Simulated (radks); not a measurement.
Initial-state core-level shifts of neutral molybdenum when its valence configuration changes from [Kr] 4d5 5s1. Method: scalar-relativistic Kohn-Sham, PBE, spin-polarised, spherical densities, point nucleus; open shells are filled with parallel spins first (spin-orbit coupling, left out, can overturn this in heavy ions); computed with a radial shooting solver on a logarithmic mesh with Libxc functionals. Shifts are changes of the shell-averaged eigenvalues in eV (positive: less bound).

valence               2s       2p       3p       3d
4d4 5s2           -3.427   -3.414   -3.378   -3.393
4d2 5s2 5p2      -14.099  -14.044  -13.793  -13.862
4d6               +1.817   +1.804   +1.803   +1.814
4d5 5p1           -1.298   -1.300   -1.319   -1.315
4d4 5s1 5p1       -4.524   -4.509   -4.481   -4.496
4d3 5s1 5p2       -9.497   -9.462   -9.358   -9.396
4d4.5 5s1.5       -1.659   -1.653   -1.639   -1.646
4d2 5s1 5p3      -14.890  -14.830  -14.593  -14.662
4d5 5s0.5 5p0.5   -0.672   -0.673   -0.683   -0.681
